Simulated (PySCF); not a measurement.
A structure optimised at PBE-D3(BJ)/def2-SVP, used in a PySCF frequency run:

```xyz
10

O     -1.9011     0.4956     0.0000
C     -0.7125     0.2339     0.0000
Si     0.6400     1.6522     0.0000
C     -0.2188    -1.2262     0.0000
F      0.5601    -1.4036    -1.1078
F      0.5601    -1.4036     1.1078
H      0.3808     2.4752     1.2279
H      2.0472     1.1341     0.0000
H      0.3808     2.4752    -1.2279
H     -1.0550    -1.9616     0.0000
```

Question: Write its SMILES, formula and point group.

Answer: O=C([SiH3])C(F)F, C2H4F2OSi, Cs

Question: What are its rotational constants (standard atomic weights)?

Answer: 3.5436, 2.0922, 1.7742 GHz
